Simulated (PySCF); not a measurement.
C2H9NOSi, SMILES CO[Si@H](C)N.

Coordinates come from a PBE0-D3(BJ)/def2-SVP optimisation. The structure was generated by enumeration; whether it is a known compound was not checked. One conformer was computed; it need not be the lowest.

All values below come from PBE/def2-TZVP (PySCF).

Gas-phase values at a fixed geometry.

The total energy is -500.85266 hartree, the highest occupied level is -5.94 eV and the lowest empty level comes out as 0.01 eV. The orbital gap is 5.94 eV. The dipole moment comes out as 2.01 D and the quadrupole, principal values (traceless, Buckingham form, about the centre of nuclear charge) is -2.90, -1.06, 3.96 D·Å. The mean static polarisability is 62.9 bohr³ (9.32 Å³) and the polarisability, principal values is 58.5, 63.4, 66.9 bohr³.
